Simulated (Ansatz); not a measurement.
The cluster K₆. Charge 0, multiplicity 1. Geometry PBE0/def2-SVP; atoms count from 1.

```tsv
atom	x (Å)	y (Å)	z (Å)
K1	1.7758	1.6183	2.0470
K2	2.9670	0.6201	-2.0228
K3	-1.6608	-2.7798	-3.1766
K4	-2.2155	3.0729	3.1295
K5	1.4096	-2.6377	0.0247
K6	-2.2762	0.1061	-0.0018
```

The restricted singlet is unstable towards broken spin symmetry at other levels; at PBE0/def2-TZVP this wasn't settled. The geometry of the singlet was relaxed on an unsound state (restricted singlet, unstable towards broken spin symmetry at other levels and untested here). Another isomer (singlet) lies 0.15 eV lower at PBE0/def2-TZVP; other spin states weren't run for this one.

(1) Estimate the Mulliken populations from the PBE0/def2-TZVP orbitals of Ansatz.

(2) And the Mayer bond orders between bonded heavy atoms (over 0.3)?

Answers

(1) 
```tsv
atom	charge (e)
K1	-0.02
K2	0.03
K3	-0.05
K4	-0.04
K5	0.06
K6	0.00
```
Mulliken values and Mayer orders depend strongly on the basis.

(2) K1–K2 0.41 (4.36 Å); K1–K4 0.40 (4.38 Å); K2–K5 0.48 (4.15 Å); K3–K5 0.38 (4.44 Å); K3–K6 0.44 (4.33 Å); K4–K6 0.47 (4.31 Å).
